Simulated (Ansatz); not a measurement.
Cost and result up the ladder for Ga₉As₉H₂₄, a nanocrystal cut from wurtzite GaAs (hydrogen-capped) (42 atoms). Total charge 0; singlet. Geometry: PBE-D4/def2-SVP.

```xyz
42

Ga   -3.699   -0.715   -3.292
As   -1.933   -2.562   -3.346
As   -2.577    0.589   -1.479
Ga   -2.570   -0.585    0.695
Ga    0.091   -2.618   -1.888
As   -0.821   -2.356    0.399
As   -1.599    0.906    2.407
Ga   -1.689   -0.064    4.710
Ga    1.069   -2.301    1.998
As   -0.027   -1.940    4.211
Ga   -0.424    1.569   -2.189
As    1.131   -0.396   -2.224
As    0.460    2.972   -0.358
Ga    0.596    1.899    1.863
Ga    3.128   -0.234   -0.769
As    2.059   -0.095    1.461
Ga    2.552    4.191   -0.982
As    3.976    2.077   -1.174
H    -5.005   -1.411   -2.745
H    -3.557    0.028   -4.675
H    -2.583   -3.934   -3.184
H    -1.416   -2.774   -4.766
H    -3.463    1.808   -1.227
H    -3.955   -1.226    1.095
H     1.029   -3.862   -2.120
H    -1.516   -3.685    0.682
H    -2.544    2.106    2.418
H    -3.068   -0.790    4.949
H    -0.949    0.878    5.735
H     2.052   -3.531    1.948
H    -0.611   -3.296    4.597
H     1.111   -1.938    5.228
H    -0.462    2.281   -3.597
H     1.700   -0.456   -3.640
H    -0.613    4.044   -0.175
H     1.198    2.818    2.996
H     4.208   -1.367   -0.948
H     3.230    0.039    2.432
H     2.447    4.752   -2.452
H     3.132    4.964    0.265
H     4.672    2.018   -2.531
H     5.240    2.199   -0.328
```

Ansatz on 11 threads of AMD EPYC 7R13 on a shared host and a whole NVIDIA H100 80GB HBM3. Times are rough, and most runs start from the orbitals of an earlier one. PBE0-D4/def2-TZVP serves as the yardstick here, not as an exact answer. Differences are given only for rows in sets of like size (and for xTB, whose basis is part of the method), since another set adds its own error. Binding counts from free atoms at the same level (Ga doublet, As quartet, H doublet; other spins of the atoms weren't run), without zero-point energy or a counterpoise term.

Single mean-field runs in def2-SVP, def2-TZVP are fitted with def2-universal-jkfit.

```csv
level,functions,wall time,binding energy per atom (eV),difference from PBE0-D4/def2-TZVP (eV)
PBE0-D4/def2-SVP,696,6 s,2.61,–
PBE-D4/def2-SVP,696,7 s,2.62,–
r2SCAN-D4/def2-TZVP,1008,7.5 s,2.63,0.03
PBE-D4/def2-TZVP (with forces),1008,8 s,2.61,0.01
PBE0-D4/def2-TZVP,1008,12 s,2.61,0.00
```
